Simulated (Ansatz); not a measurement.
H3BNS, SMILES `N[B-]S` (lower singlet; N–B–S–H torsion 0°) (charge -1, multiplicity 1). This singlet lies 1.12 eV below the relaxed triplet at the level frozen-core CCSD(T)/aug-cc-pVDZ // PBE0-D3(BJ)/def2-TZVPD (Ansatz, an electronic-structure program).

Calculation: frozen-core CCSD(T)/aug-cc-pVTZ // PBE0-D3(BJ)/def2-TZVPD run with Ansatz.

Ansatz 0.2 input:
```yaml
crystal:
  periodic: [false, false, false]
  atoms:
    - { symbol: N, position_ang: [-0.903974, -0.008383, -0.029623] }
    - { symbol: B, position_ang: [0.081269, -0.951765, 0.348895] }
    - { symbol: S, position_ang: [1.775454, -0.491595, -0.176007] }
    - { symbol: H, position_ang: [-0.698543, 0.850925, -0.54692] }
    - { symbol: H, position_ang: [-1.875108, -0.125008, 0.188173] }
    - { symbol: H, position_ang: [1.620901, 0.725826, -0.839268] }
basis:
  gaussian: { orbitals: aug-cc-pVTZ }
correlation:
  method: ccsd_t
total_charge: -1
```

Output:

```
Functional definition: HF
1198 factors; integrals over basis functions are off by at most 8.5e-4 eV
mean field evaluation 1: about -13017.2850 eV, gradient 2.2e1 eV
mean field evaluation 2: about -13017.2879 eV, gradient 2.2e1 eV
mean field evaluation 4: about -13019.0499 eV, gradient 3.8e0 eV
mean field evaluation 8: about -13019.1282 eV, gradient 9.5e-2 eV
mean field evaluation 16: about -13018.7721 eV, gradient 9.4e0 eV
mean field -13019.12836875 eV, -478.4441428693 hartree, gradient 1.5e-6 eV, S^2 0.000000; 0 other end points of the search recorded, 0 dependent functions left out; unrestricted orbitals would lower it
7 core orbitals not correlated
reference -13019.12836875 eV, -478.4441428693 hartree; 9, 9 occupied and 195, 195 virtual orbitals, 1198 factors
second order -14.27224900 eV of doubles, -0.00000000 eV of singles
cycle   1  -14.55417726 eV  change   -2.8e-1 eV  update   1.1e-1
cycle   2  -14.89927336 eV  change   -3.5e-1 eV  update   3.8e-2
cycle   3  -15.01936482 eV  change   -1.2e-1 eV  update   2.9e-2
cycle   4  -15.02583713 eV  change   -6.5e-3 eV  update   1.3e-2
cycle   5  -15.01308488 eV  change    1.3e-2 eV  update   8.9e-3
cycle   6  -15.01360619 eV  change   -5.2e-4 eV  update   4.8e-3
cycle   7  -15.01512518 eV  change   -1.5e-3 eV  update   2.1e-3
cycle   8  -15.01469835 eV  change    4.3e-4 eV  update   7.9e-4
cycle   9  -15.01496100 eV  change   -2.6e-4 eV  update   3.0e-4
cycle  10  -15.01505565 eV  change   -9.5e-5 eV  update   1.4e-4
cycle  11  -15.01493865 eV  change    1.2e-4 eV  update   7.0e-5
cycle  12  -15.01496369 eV  change   -2.5e-5 eV  update   4.5e-5
cycle  13  -15.01496980 eV  change   -6.1e-6 eV  update   1.9e-5
cycle  14  -15.01497915 eV  change   -9.4e-6 eV  update   1.1e-5
perturbative correction -0.77109589 eV, -0.0283372514 hartree
Total energy: -13034.91444379 eV, -479.0242704270 hartree
```
